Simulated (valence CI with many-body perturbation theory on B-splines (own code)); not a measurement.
# Re²⁴⁺: M1 decay

Method: configuration interaction combined with many-body perturbation theory (CI+MBPT): five valence electrons over a frozen Dirac-Fock core [Kr] 4d10, radial functions for each j: 7 s, 7 p, 7 d, 7 f, 4 g, 2 h, with the one-electron correlation potential Σ1 (screened to all orders), the two-electron term Σ2, the three-electron term Σ3, Breit, model QED; selected single and double excitations, second order for the rest, scaled by the run's own slope (own B-spline code, finite nucleus).

No measured levels were compared; by estimate terms of the open shell hold to a few per cent of their energy, and close levels can change places. Core correlation moves these levels by up to 3600 cm⁻¹, and in measured spectra 5 to 20 % of such shifts remained as error; rates that hang on mixing are uncertain with them. Among the levels kept, up to 810 cm⁻¹ of a level comes from second order outside the variational space, and about a tenth of that is noise between levels of different J, which matters for small intervals. Only levels of the ground parity were solved; by the run's estimate the other parity begins above the list, which can be wrong where configurations are misplaced.

Lines 1 to 50 of 120 in falling wavelength, among levels below 103250 cm⁻¹, chosen from the decays that carry over 1 % of a level's rate. Wavelengths and rates use the calculated energies, so an error of 2000 cm⁻¹ moves a line at 17440 Å by 35 % and its rate by three times that or more. S is in atomic units (e²a₀⁴ for E2 and M2, e²a₀⁶ for E3), for M1 in squared Bohr magnetons. Weak lines are less certain than strong ones. Lines between different terms over intervals too small for the method are left out, as are lines whose strength nearly cancels. Where a level lies close to another of its J and parity, the split of strength between their lines is uncertain. Intervals below about 2000 cm⁻¹, as at the head of this list, are uncertain by tens of per cent.

Names give the largest LS component (configuration and term), which can be under half, so a name can repeat, a term be missing and a line seem to break the LS rules; names also repeat where a configuration has a term twice. Letters in brackets count levels of one name in rising energy.

```tsv
λ vac (Å)	Upper	Lower	Type	A (s⁻¹)	S (a.u.)
91690	4f5 6F°_1/2	4f5 6F°_3/2	M1	1.70e-01	9.70e+00
24150	4f5 6H°_15/2	4f5 6H°_13/2	M1	2.25e+00	1.88e+01
20400	4f5 4M°_21/2	4f5 4M°_19/2	M1	2.35e+00	1.63e+01
17440	4f5 4H°_11/2	4f5 4G°_9/2	M1	4.23e+00	9.99e+00
14350	4f5 6H°_13/2	4f5 6H°_11/2	M1	2.26e+01	3.47e+01
14020	4f5 4L°_13/2	4f5 4M°_15/2	M1	3.11e+00	4.45e+00
13550	4f5 4F°_3/2	4f5 6F°_5/2 [b]	M1	9.37e+00	3.45e+00
11810	4f5 6H°_11/2	4f5 6H°_9/2	M1	5.36e+01	3.93e+01
11290	4f5 6F°_11/2	4f5 6F°_9/2	M1	2.08e+01	1.33e+01
10470	4f5 6F°_9/2	4f5 6F°_7/2	M1	4.48e+01	1.90e+01
10230	4f5 4M°_19/2	4f5 4M°_17/2	M1	3.02e+01	2.39e+01
10130	4f5 6F°_7/2	4f5 6F°_5/2 [a]	M1	5.72e+01	1.77e+01
10130	4f5 4L°_17/2	4f5 4L°_15/2	M1	1.71e+01	1.18e+01
9948	4f5 6H°_9/2	4f5 6H°_7/2	M1	9.44e+01	3.45e+01
9794	4f5 6P°_3/2	4f5 4P°_5/2	M1	2.63e+01	3.67e+00
8796	4f5 6H°_7/2	4f5 6H°_5/2	M1	1.05e+02	2.12e+01
8584	4f5 4G°_9/2	4f5 4G°_7/2 [a]	M1	4.85e+01	1.14e+01
7671	4f5 4M°_15/2	4f5 6H°_15/2	M1	7.92e+01	2.12e+01
7521	4f5 6F°_7/2	4f5 6H°_9/2	M1	4.65e+00	5.87e-01
7419	4f5 6F°_5/2 [a]	4f5 6H°_7/2	M1	5.66e+00	5.14e-01
7326	4f5 2K°_15/2	4f5 4M°_17/2	M1	2.32e+01	5.41e+00
6954	4f5 6F°_9/2	4f5 6H°_11/2	M1	2.53e+00	3.16e-01
6939	4f5 4F°_5/2	4f5 4P°_5/2	M1	1.78e+01	1.32e+00
6928	4f5 4M°_17/2	4f5 4M°_15/2	M1	7.80e+01	1.73e+01
6610	4f5 6F°_5/2 [b]	4f5 6F°_7/2	M1	3.49e+01	2.24e+00
6577	4f5 4P°_5/2	4f5 6F°_5/2 [b]	M1	4.96e+01	3.14e+00
6548	4f5 4G°_7/2 [a]	4f5 6F°_5/2 [b]	M1	1.27e+02	1.06e+01
6504	4f5 2P°_1/2	4f5 4F°_3/2	M1	8.39e+00	1.71e-01
6484	4f5 4L°_15/2	4f5 4L°_13/2	M1	1.10e+02	1.78e+01
6357	4f5 4G°_9/2	4f5 4I°_9/2	M1	1.05e+01	1.00e+00
6145	4f5 6F°_11/2	4f5 6H°_13/2	M1	1.45e+00	1.49e-01
5964	4f5 4I°_9/2	4f5 6F°_9/2	M1	6.61e+00	5.20e-01
5822	4f5 4M°_15/2	4f5 6H°_13/2	M1	3.16e+01	3.69e+00
5733	4f5 4H°_7/2	4f5 4G°_7/2 [a]	M1	1.03e+01	5.73e-01
5545	4f5 6P°_3/2	4f5 4F°_3/2	M1	1.01e+01	2.55e-01
5347	4f5 2G°_9/2	4f5 4G°_7/2 [a]	M1	8.16e+00	4.63e-01
4958	4f5 4L°_13/2	4f5 6H°_15/2	M1	4.35e+00	2.75e-01
4872	4f5 4K°_13/2	4f5 4K°_11/2	M1	2.01e+02	1.20e+01
4833	4f5 4H°_11/2	4f5 4K°_11/2	M1	2.96e+01	1.48e+00
4796	4f5 4G°_7/2 [a]	4f5 6F°_9/2	M1	3.74e+01	1.22e+00
4724	4f5 4K°_13/2	4f5 4L°_13/2	M1	1.32e+02	7.23e+00
4687	4f5 4H°_11/2	4f5 4L°_13/2	M1	7.07e+00	3.24e-01
4543	4f5 2G°_9/2	4f5 4K°_11/2	M1	1.32e+01	4.59e-01
4497	4f5 4F°_5/2	4f5 4F°_3/2	M1	3.24e+02	6.56e+00
4433	4f5 4L°_15/2	4f5 4M°_15/2	M1	1.85e+02	9.57e+00
4389	4f5 2G°_9/2	4f5 4I°_9/2	M1	7.39e+01	2.32e+00
4377	4f5 6F°_9/2	4f5 6H°_9/2	M1	6.70e+00	2.08e-01
4283	4f5 6F°_7/2	4f5 6H°_7/2	M1	3.48e+01	8.11e-01
4230	4f5 4G°_9/2	4f5 6F°_11/2	M1	2.31e+01	6.48e-01
4113	4f5 4L°_13/2	4f5 6H°_13/2	M1	1.54e+02	5.56e+00
```
